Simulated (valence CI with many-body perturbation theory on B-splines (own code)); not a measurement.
**E1 transitions of Re2+**

Calculated by configuration interaction combined with many-body perturbation theory (CI+MBPT): five valence electrons over a frozen Dirac-Fock core [Xe] 4f14, a basis of 7 s, 7 p, 8 d, 6 f, 4 g, 1 h functions for each j, with the one-electron correlation potential Σ1, the two-electron term Σ2, the three-electron term Σ3, Breit, model QED; selected CI, second order for the rest (own B-spline code, finite nucleus).

Against 66 measured levels this calculation errs by 1080 cm⁻¹ on average and by 1839 at most. These come from a selection out of Brasseur, Gamrath and Quinet, At. Data Nucl. Data Tables 157, 101636 (2024). Levels without a partner in it may be off by more, other configurations by 1,000 to 8,000 cm⁻¹. Among the levels kept, up to 2800 cm⁻¹ of a level comes from second order outside the variational space, and about a tenth of that is noise between levels of different J, which matters for small intervals. 3 measured levels below the end of the list, from 41405 cm⁻¹ on, found no clear computed partner.

Lines 101 to 150 of 597 in falling wavelength, among levels below 102429 cm⁻¹, chosen from the strongest by gf and those to the six lowest levels. Wavelengths and rates use the calculated energies, so an error of 1000 cm⁻¹ moves a line at 201.0 nm by 2 % and its rate by three times that or more. Electric multipoles are in the length gauge, E1 and E2 with the static RPA response of the core. Weak lines are less certain than strong ones. Lines between different terms over intervals too small for the method are left out, as are lines whose strength nearly cancels. Where a level lies close to another of its J and parity, the split of strength between their lines is uncertain. The highest levels of a list are the least certain.

Names give the largest LS component (configuration and term), which can be under half, so a name can repeat, a term be missing and a line seem to break the LS rules; names also repeat where a configuration has a term twice. Letters in brackets count levels of one name in rising energy.

| λ vac (nm) | Upper | Lower | A (s⁻¹) | log gf | Branch % |
| --- | --- | --- | --- | --- | --- |
| 203.1 | 5d4 6p 4F°_5/2 [b] | 5d4 6s 4P_5/2 [a] | 3.53e+07 | -0.88 | 3.2 |
| 202.6 | 5d4 6p 4H°_13/2 [a] | 5d4 6s 4H_11/2 | 8.34e+07 | -0.14 | 18.3 |
| 202.2 | 5d4 6p 4G°_9/2 [a] | 5d4 6s 4G_11/2 | 3.16e+07 | -0.71 | 3.9 |
| 202.0 | 5d4 6p 6F°_7/2 [a] | 5d4 6s 6D_9/2 | 3.06e+07 | -0.82 | 6.9 |
| 201.9 | 5d4 6p 4G°_9/2 [b] | 5d4 6s 4G_9/2 | 3.47e+07 | -0.67 | 2.5 |
| 201.6 | 5d4 6p 4D°_3/2 [b] | 5d4 6s 4F_5/2 [a] | 8.15e+07 | -0.70 | 7.3 |
| 201.0 | 5d4 6p 6F°_1/2 | 5d4 6s 6D_1/2 | 2.69e+08 | -0.49 | 80.9 |
| 201.0 | 5d4 6p 4F°_7/2 [b] | 5d4 6s 4F_7/2 [b] | 6.32e+07 | -0.51 | 6.5 |
| 200.8 | 5d4 6p 6F°_3/2 | 5d4 6s 6D_3/2 | 1.80e+08 | -0.36 | 42.6 |
| 200.7 | 5d4 6p 4H°_11/2 [b] | 5d4 6s 2H_9/2 | 3.11e+07 | -0.65 | 4.5 |
| 200.5 | 5d4 6p 2I°_13/2 | 5d4 6s 2I_13/2 | 7.82e+07 | -0.18 | 8.9 |
| 200.5 | 5d4 6p 2G°_7/2 [b] | 5d4 6s 4D_7/2 [b] | 2.84e+07 | -0.86 | 2.9 |
| 200.1 | 5d4 6p 4H°_11/2 [a] | 5d4 6s 4H_9/2 | 1.00e+08 | -0.14 | 20.8 |
| 200.0 | 5d4 6p 2I°_11/2 [c] | 5d4 6s 2I_13/2 | 7.73e+07 | -0.26 | 6.1 |
| 199.6 | 5d4 6p 4G°_5/2 [b] | 5d4 6s 4F_7/2 [b] | 4.42e+07 | -0.80 | 4.5 |
| 199.4 | 5d4 6p 4I°_13/2 | 5d4 6s 4G_11/2 | 9.67e+07 | -0.09 | 15.8 |
| 199.3 | 5d4 6p 4F°_9/2 [c] | 5d4 6s 2I_11/2 | 5.08e+07 | -0.52 | 5.4 |
| 199.2 | 5d4 6p 2H°_9/2 [a] | 5d4 6s 2G_9/2 [a] | 5.65e+07 | -0.47 | 7.9 |
| 199.1 | 5d3 6s 6p 6F°_5/2 [a] | 5d4 6s 4D_5/2 [b] | 4.08e+07 | -0.84 | 4.2 |
| 198.8 | 5d4 6p 2D°_3/2 [b] | 5d4 6s 4D_1/2 [b] | 1.02e+08 | -0.62 | 8.2 |
| 198.7 | 5d4 6p 2F°_7/2 [a] | 5d4 6s 2G_9/2 [a] | 4.71e+07 | -0.65 | 6.8 |
| 198.7 | 5d4 6p 4D°_7/2 [a] | 5d4 6s 4F_7/2 [a] | 1.13e+08 | -0.27 | 13.5 |
| 198.3 | 5d4 6p 4D°_5/2 [a] | 5d4 6s 4F_5/2 [a] | 8.62e+07 | -0.52 | 12.8 |
| 197.5 | 5d4 6p 4H°_9/2 | 5d4 6s 4H_9/2 | 3.98e+07 | -0.63 | 6.4 |
| 197.3 | 5d4 6p 4D°_1/2 [b] | 5d4 6s 4D_3/2 [a] | 1.67e+08 | -0.71 | 17.2 |
| 197.0 | 5d4 6p 4F°_7/2 [b] | 5d4 6s 4F_5/2 [b] | 3.27e+07 | -0.82 | 3.4 |
| 196.9 | 5d4 6p 2H°_9/2 [a] | 5d4 6s 4F_9/2 [a] | 3.53e+07 | -0.69 | 4.9 |
| 196.7 | 5d4 6p 6F°_5/2 | 5d4 6s 6D_5/2 | 2.28e+08 | -0.10 | 50.9 |
| 196.6 | 5d4 6p 4P°_1/2 [a] | 5d5 4P_3/2 [a] | 1.50e+08 | -0.76 | 43.1 |
| 196.4 | 5d4 6p 4F°_9/2 [c] | 5d4 6s 4G_9/2 | 2.41e+07 | -0.86 | 2.6 |
| 196.4 | 5d4 6p 4G°_11/2 [a] | 5d4 6s 4H_13/2 | 1.74e+08 | 0.08 | 21.6 |
| 196.3 | 5d4 6p 6F°_7/2 [a] | 5d4 6s 6D_7/2 | 1.65e+08 | -0.12 | 37.0 |
| 195.8 | 5d4 6p 2I°_11/2 [b] | 5d4 6s 2I_11/2 | 7.28e+07 | -0.30 | 7.8 |
| 195.3 | 5d3 6s 6p 6G°_9/2 | 5d4 6s 4G_9/2 | 3.76e+07 | -0.67 | 6.0 |
| 195.2 | 5d4 6p 2G°_9/2 | 5d4 6s 2I_11/2 | 2.52e+07 | -0.84 | 3.8 |
| 194.8 | 5d4 6p 4G°_9/2 [b] | 5d4 6s 4G_11/2 | 7.99e+07 | -0.34 | 5.9 |
| 194.5 | 5d4 6p 4H°_13/2 [b] | 5d4 6s 4G_11/2 | 9.66e+07 | -0.12 | 12.8 |
| 194.5 | 5d4 6p 4G°_7/2 [b] | 5d4 6s 4D_7/2 [b] | 2.77e+07 | -0.90 | 3.1 |
| 194.3 | 5d4 6p 4P°_3/2 [a] | 5d4 6s 6D_5/2 | 2.03e+08 | -0.34 | 42.5 |
| 194.3 | 5d4 6p 4F°_9/2 [a] | 5d4 6s 4F_7/2 [a] | 2.15e+07 | -0.92 | 1.9 |
| 194.2 | 5d4 6p 6F°_9/2 [a] | 5d4 6s 6D_9/2 | 2.11e+08 | 0.08 | 52.9 |
| 193.8 | 5d4 6p 4P°_5/2 [b] | 5d4 6s 4D_3/2 [c] | 3.91e+07 | -0.88 | 2.5 |
| 193.6 | 5d4 6p 2F°_7/2 [a] | 5d4 6s 4G_5/2 | 4.91e+07 | -0.66 | 7.1 |
| 192.7 | 5d4 6p 2F°_7/2 [b] | 5d4 6s 4D_5/2 [b] | 2.78e+07 | -0.91 | 3.4 |
| 192.6 | 5d4 6p 6F°_3/2 | 5d5 4P_3/2 [a] | 5.17e+07 | -0.94 | 12.2 |
| 192.5 | 5d4 6p 4D°_3/2 [d] | 5d4 6s 4D_3/2 [b] | 6.90e+07 | -0.81 | 6.1 |
| 192.2 | 5d4 6p 4F°_7/2 [b] | 5d4 6s 2G_9/2 [a] | 8.04e+07 | -0.45 | 8.3 |
| 192.2 | 5d3 6s 6p 6G°_9/2 | 5d4 6s 2H_9/2 | 1.11e+08 | -0.21 | 17.6 |
| 192.0 | 5d4 6p 4F°_5/2 [b] | 5d5 2F_5/2 [c] | 4.17e+07 | -0.86 | 3.8 |
| 191.2 | 5d4 6p 4F°_9/2 [a] | 5d4 6s 4H_11/2 | 2.55e+07 | -0.85 | 2.3 |

How does gf follow from A for the line at 200.7 nm?

gf = 1.4992 × (2J+1)_upper × A / σ², with σ = 49813 cm⁻¹ and 2J+1 = 12: gf = 0.225.
